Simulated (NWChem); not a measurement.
# VO, quartet; SMILES [O]=[V]

Program: NWChem. Pople sets run with spherical d functions. Spin-unrestricted. No stability test was run on the SCF state. The level has its own optimisation; frequencies are unscaled.

Q: Estimate the computed values for B3LYP/6-31G*. Quantities: r O–V (Å); highest harmonic frequency (cm⁻¹); zero-point energy (kcal/mol); dipole (D).

A: 
```json
{
  "r O–V (Å)": "1.569",
  "highest harmonic frequency (cm⁻¹)": "1114",
  "zero-point energy (kcal/mol)": "1.6",
  "dipole (D)": "2.88"
}
```
